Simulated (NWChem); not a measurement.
System: C$_{3}$H$_{4}$Se; SMILES C#CC[SeH]

The following NWChem deck was run.

```
start job
memory heap 200 mb stack 900 mb global 1100 mb
geometry units angstroms noautoz
  C      0.586417     2.787740     0.000179
  C     -0.123351     1.806719     0.000189
  C     -0.955766     0.622887     0.000259
  Se     0.175172    -0.997071     0.000587
  H      1.210102     3.662512     0.000303
  H     -1.596043     0.601540    -0.893739
  H     -1.595866     0.601709     0.894397
  H     -0.972234    -1.920203     0.007160
end
basis spherical
  * library 6-31g*
end
dft
  xc b3lyp
  iterations 150
  vectors input atomic output neutral.movecs
end
task dft energy
charge 1
dft
  odft
  mult 2
  vectors input atomic output cation.movecs
end
task dft energy
```

NWChem printed, in part:

```
             Northwest Computational Chemistry Package (NWChem) 7.3.0
             --------------------------------------------------------

 C1  symmetry detected

                             Geometry "geometry" -> ""
                             -------------------------

 Output coordinates in angstroms (scale by  1.889725989 to convert to a.u.)

  No.       Tag          Charge          X              Y              Z
 ---- ---------------- ---------- -------------- -------------- --------------
    1 C                    6.0000     0.57253701     2.78422269     0.00018111
    2 C                    6.0000    -0.13261726     1.79988017    -0.00009237
    3 C                    6.0000    -0.95946499     0.61215305    -0.00036051
    4 Se                  34.0000     0.17906620    -1.00247740    -0.00012447
    5 H                    1.0000     1.19210805     3.66191320     0.00055638
    6 H                    1.0000    -1.59948940     0.58795357    -0.89446671
    7 H                    1.0000    -1.59960381     0.58781663     0.89366930
    8 H                    1.0000    -0.96399410    -1.93098738     0.00610347

 Effective nuclear repulsion energy (a.u.)     207.1575699013

                                 NWChem DFT Module
                                 -----------------

 Summary of "ao basis" -> "ao basis" (spherical)
 ------------------------------------------------------------------------------
       Tag                 Description            Shells   Functions and Types
 ---------------- ------------------------------  ------  ---------------------
 C                           6-31g*                  6       14   3s2p1d
 Se                          6-31g*                 12       32   5s4p3d
 H                           6-31g*                  2        2   2s

            General Information
            -------------------
          SCF calculation type: DFT
          Wavefunction type:  closed shell.
          No. of atoms     :     8
          No. of electrons :    56
           Alpha electrons :    28
            Beta electrons :    28
          Charge           :     0
          Spin multiplicity:     1
          Use of symmetry is: off; symmetry adaption is: off
          Maximum number of iterations: 150
          AO basis - number of functions:    82
                     number of shells:    38
          Convergence on energy requested:  1.00D-06
          Convergence on density requested:  1.00D-05
          Convergence on gradient requested:  5.00D-04

              XC Information
              --------------
                         B3LYP Method XC Potential
                     Hartree-Fock (Exact) Exchange  0.200
                        Slater Exchange Functional  0.800 local
                    Becke 1988 Exchange Functional  0.720 non-local
              Lee-Yang-Parr Correlation Functional  0.810
                  VWN I RPA Correlation Functional  0.190 local

             Grid Information
             ----------------
          Grid used for XC integration:  medium
          Radial quadrature: Mura-Knowles
          Angular quadrature: Lebedev.
          Tag              B.-S. Rad. Rad. Pts. Rad. Cut. Ang. Pts.
          ---              ---------- --------- --------- ---------
          C                   0.70       49          12.0       434
          Se                  1.15      112          11.0       590
          H                   0.35       45          13.0       434
          Grid pruning is: on
          Number of quadrature shells:   439
          Spatial weights used:  Erf1

      Superposition of Atomic Density Guess
      -------------------------------------

 Sum of atomic energies:       -2514.47903587

      Non-variational initial energy
      ------------------------------

 Total energy =   -2516.343733
 1-e energy   =   -3907.881498
 2-e energy   =    1184.380195
 HOMO         =      -0.261109
 LUMO         =       0.020611

   convergence    iter        energy       DeltaE   RMS-Dens  Diis-err
 ---------------- ----- ----------------- --------- --------- ---------
 d= 0,ls=0.0,diis     1  -2517.8654648457 -2.73D+03  1.36D-02  4.84D-01
 d= 0,ls=0.0,diis     2  -2517.8733519353 -7.89D-03  7.80D-03  4.17D-01
 d= 0,ls=0.0,diis     3  -2517.9073634901 -3.40D-02  4.15D-03  1.46D-01
 d= 0,ls=0.0,diis     4  -2517.9230776482 -1.57D-02  1.38D-03  2.89D-02
 d= 0,ls=0.0,diis     5  -2517.9266545232 -3.58D-03  2.82D-04  4.06D-04
  Resetting Diis
 d= 0,ls=0.0,diis     6  -2517.9267104071 -5.59D-05  7.90D-05  3.18D-05
 d= 0,ls=0.0,diis     7  -2517.9267158000 -5.39D-06  1.87D-05  7.55D-07
 d= 0,ls=0.0,diis     8  -2517.9267158133 -1.33D-08  9.67D-06  6.47D-07

         Total DFT energy =    -2517.926715813291
      One electron energy =    -3910.930196511275
           Coulomb energy =     1290.720401876700
    Exchange-Corr. energy =     -104.874491080048
 Nuclear repulsion energy =      207.157569901332

 Numeric. integr. density =       56.000007394892

                       DFT Final Molecular Orbital Analysis
                       ------------------------------------

 Vector   26  Occ=2.000000D+00  E=-2.743937D-01
              MO Center=  1.4D-01,  2.2D+00,  2.1D-04, r^2= 1.8D+00
   Bfn.  Coefficient  Atom+Function         Bfn.  Coefficient  Atom+Function
  ----- ------------  ---------------      ----- ------------  ---------------
     5      0.417192  1 C  pz                19      0.398354  2 C  pz
     9      0.264402  1 C  pz                23      0.238026  2 C  pz
    55     -0.109687  4 Se pz                80     -0.099066  7 H  s
    33     -0.098416  3 C  pz                78      0.098504  6 H  s
    77      0.081127  6 H  s                 79     -0.081517  7 H  s

 Vector   27  Occ=2.000000D+00  E=-2.706762D-01
              MO Center=  1.7D-01,  1.9D+00, -9.5D-05, r^2= 2.7D+00
   Bfn.  Coefficient  Atom+Function         Bfn.  Coefficient  Atom+Function
  ----- ------------  ---------------      ----- ------------  ---------------
     3      0.327695  1 C  px                17      0.303534  2 C  px
     4     -0.232954  1 C  py                54     -0.219358  4 Se py
    18     -0.217392  2 C  py                 7      0.213415  1 C  px
    21      0.178982  2 C  px                53      0.172031  4 Se px
     8     -0.148865  1 C  py                22     -0.130179  2 C  py

 Vector   28  Occ=2.000000D+00  E=-2.314236D-01
              MO Center=  9.7D-02, -9.1D-01, -1.7D-04, r^2= 2.1D+00
   Bfn.  Coefficient  Atom+Function         Bfn.  Coefficient  Atom+Function
  ----- ------------  ---------------      ----- ------------  ---------------
    55      0.735077  4 Se pz                59      0.385326  4 Se pz
    51     -0.314406  4 Se pz                78      0.123610  6 H  s
    80     -0.123255  7 H  s                 33     -0.102671  3 C  pz
    47      0.094217  4 Se pz                77      0.081321  6 H  s
    79     -0.081120  7 H  s                  5      0.046651  1 C  pz

 Vector   29  Occ=0.000000D+00  E=-1.030433D-02
              MO Center=  5.4D-02, -2.8D-01, -1.4D-04, r^2= 4.4D+00
   Bfn.  Coefficient  Atom+Function         Bfn.  Coefficient  Atom+Function
  ----- ------------  ---------------      ----- ------------  ---------------
    58     -0.758515  4 Se py                34      0.692510  3 C  s
    54     -0.493816  4 Se py                36     -0.389685  3 C  py
    82     -0.291257  8 H  s                 35      0.248331  3 C  px
    32     -0.239581  3 C  py                57      0.204309  4 Se px
    50      0.198495  4 Se py                 7     -0.196624  1 C  px

 Vector   30  Occ=0.000000D+00  E= 2.070839D-02
              MO Center= -1.2D-01, -3.7D-03,  1.9D-03, r^2= 5.5D+00
   Bfn.  Coefficient  Atom+Function         Bfn.  Coefficient  Atom+Function
  ----- ------------  ---------------      ----- ------------  ---------------
    82      1.000254  8 H  s                 34     -0.613951  3 C  s
    22     -0.471702  2 C  py                57      0.472143  4 Se px
    52      0.449802  4 Se s                  7     -0.425183  1 C  px
    53      0.393539  4 Se px                58      0.355333  4 Se py
    80      0.306105  7 H  s                  6      0.298747  1 C  s

 Vector   31  Occ=0.000000D+00  E= 4.589536D-02
              MO Center= -1.1D-01,  2.0D+00, -1.2D-03, r^2= 3.0D+00
   Bfn.  Coefficient  Atom+Function         Bfn.  Coefficient  Atom+Function
  ----- ------------  ---------------      ----- ------------  ---------------
     9      0.610852  1 C  pz                78     -0.551812  6 H  s
    23     -0.545284  2 C  pz                80      0.547860  7 H  s
    19     -0.402905  2 C  pz                 5      0.384025  1 C  pz
    37     -0.353060  3 C  pz                77     -0.117142  6 H  s
    79      0.116586  7 H  s                 33     -0.092427  3 C  pz

     Multipole analysis of the density
     ---------------------------------

     L   x y z        total         alpha         beta         nuclear
     -   - - -        -----         -----         ----         -------
     0   0 0 0     -0.000000    -28.000000    -28.000000     56.000000

     1   1 0 0     -0.542668     -0.271334     -0.271334      0.000000
     1   0 1 0      0.165704      0.082852      0.082852     -0.000000
     1   0 0 1      0.001178      0.000589      0.000589      0.000000

     2   2 0 0    -24.935962    -41.310501    -41.310501     57.685041
     2   1 1 0      2.583041     -3.799102     -3.799102     10.181245
     2   1 0 1     -0.008212     -0.000474     -0.000474     -0.007264
     2   0 2 0    -23.795826   -226.510639   -226.510639    429.225453
     2   0 1 1     -0.009466      0.004897      0.004897     -0.019260
     2   0 0 2    -28.991779    -17.350517    -17.350517      5.709256

                                 NWChem DFT Module
                                 -----------------

            General Information
            -------------------
          SCF calculation type: DFT
          Wavefunction type:  spin polarized.
          No. of atoms     :     8
          No. of electrons :    55
           Alpha electrons :    28
            Beta electrons :    27
          Charge           :     1
          Spin multiplicity:     2
          Use of symmetry is: off; symmetry adaption is: off
          Maximum number of iterations: 150
          AO basis - number of functions:    82
                     number of shells:    38
          Convergence on energy requested:  1.00D-06
          Convergence on density requested:  1.00D-05
          Convergence on gradient requested:  5.00D-04

              XC Information
              --------------
                         B3LYP Method XC Potential
                     Hartree-Fock (Exact) Exchange  0.200
                        Slater Exchange Functional  0.800 local
                    Becke 1988 Exchange Functional  0.720 non-local
              Lee-Yang-Parr Correlation Functional  0.810
                  VWN I RPA Correlation Functional  0.190 local

             Grid Information
             ----------------
          Grid used for XC integration:  medium
          Radial quadrature: Mura-Knowles
          Angular quadrature: Lebedev.
          Tag              B.-S. Rad. Rad. Pts. Rad. Cut. Ang. Pts.
          ---              ---------- --------- --------- ---------
          C                   0.70       49          12.0       434
          Se                  1.15      112          11.0       590
          H                   0.35       45          13.0       434
          Grid pruning is: on
          Number of quadrature shells:   439
          Spatial weights used:  Erf1

      Superposition of Atomic Density Guess
      -------------------------------------

 Sum of atomic energies:       -2514.47903587

 Renormalizing density from      56.00 to     55

      Non-variational initial energy
      ------------------------------

 Total energy =   -2488.481755
 1-e energy   =   -3838.097900
 2-e energy   =    1142.458575
 HOMO         =      -0.551517
 LUMO         =      -0.297615

   convergence    iter        energy       DeltaE   RMS-Dens  Diis-err
 ---------------- ----- ----------------- --------- --------- ---------
 d= 0,ls=0.0,diis     1  -2517.1741846304 -2.72D+03  2.57D-02  1.83D+00
                                                     2.18D-02  1.83D+00
 d= 0,ls=0.0,diis     2  -2515.8508690336  1.32D+00  2.41D-02  3.40D+00
                                                     2.04D-02  3.34D+00
 d= 0,ls=0.0,diis     3  -2517.2396443910 -1.39D+00  6.59D-03  4.09D-01
                                                     1.14D-02  3.56D-01
 d= 0,ls=0.0,diis     4  -2517.5924427903 -3.53D-01  1.42D-03  7.99D-03
                                                     4.90D-03  7.41D-03
 d= 0,ls=0.0,diis     5  -2517.5777369166  1.47D-02  1.15D-03  3.39D-02
                                                     1.06D-03  2.95D-02
  Resetting Diis
 d= 0,ls=0.0,diis     6  -2517.5911643480 -1.34D-02  5.14D-04  1.33D-02
                                                     4.15D-04  1.15D-02
 d= 0,ls=0.0,diis     7  -2517.5958169214 -4.65D-03  2.76D-03  7.26D-03
                                                     9.01D-03  6.21D-03
 d= 0,ls=0.0,diis     8  -2517.4823274550  1.13D-01  2.04D-03  1.27D-01
                                                     8.30D-03  1.33D-01
 d= 0,ls=0.0,diis     9  -2517.6008519944 -1.19D-01  2.37D-04  8.96D-04
                                                     2.45D-04  7.64D-04
 d= 0,ls=0.0,diis    10  -2517.6012582570 -4.06D-04  2.00D-04  3.63D-04
                                                     1.84D-04  3.16D-04
 d= 0,ls=0.0,diis    11  -2517.6014690059 -2.11D-04  4.94D-05  4.34D-05
                                                     6.11D-05  4.50D-05
 d= 0,ls=0.0,diis    12  -2517.6014974714 -2.85D-05  2.78D-05  5.47D-06
                                                     2.29D-05  4.16D-06
 d= 0,ls=0.0,diis    13  -2517.6015008759 -3.40D-06  9.68D-06  2.79D-07
                                                     8.20D-06  2.69D-07
 d= 0,ls=0.0,diis    14  -2517.6015011519 -2.76D-07  3.56D-06  7.53D-09
                                                     4.87D-06  1.14D-08

         Total DFT energy =    -2517.601501151946
      One electron energy =    -3896.668715901132
           Coulomb energy =     1276.468408714839
    Exchange-Corr. energy =     -104.558763866984
 Nuclear repulsion energy =      207.157569901332

 Numeric. integr. density =       55.000009296966

                    DFT Final Alpha Molecular Orbital Analysis
                    ------------------------------------------

 Vector   26  Occ=1.000000D+00  E=-5.231219D-01
              MO Center=  8.6D-02, -8.3D-01, -8.4D-05, r^2= 2.1D+00
   Bfn.  Coefficient  Atom+Function         Bfn.  Coefficient  Atom+Function
  ----- ------------  ---------------      ----- ------------  ---------------
    55      0.821512  4 Se pz                51     -0.336556  4 Se pz
    59      0.275318  4 Se pz                33     -0.115542  3 C  pz
    47      0.100642  4 Se pz                19     -0.089590  2 C  pz
    78      0.077016  6 H  s                 80     -0.076414  7 H  s
    77      0.073030  6 H  s                 79     -0.072445  7 H  s

 Vector   27  Occ=1.000000D+00  E=-4.751644D-01
              MO Center=  1.1D-01,  2.1D+00,  1.2D-03, r^2= 1.8D+00
   Bfn.  Coefficient  Atom+Function         Bfn.  Coefficient  Atom+Function
  ----- ------------  ---------------      ----- ------------  ---------------
     5      0.425589  1 C  pz                19      0.405268  2 C  pz
    23      0.244722  2 C  pz                 9      0.235891  1 C  pz
    33     -0.116245  3 C  pz                80     -0.110127  7 H  s
    78      0.107460  6 H  s                 79     -0.098960  7 H  s
    55      0.096487  4 Se pz                77      0.096524  6 H  s

[...]
```

Level: B3LYP/6-31G* (spherical d), vertical spin-unrestricted ions. Structure relaxed at the PBE0/def2-SVP level.
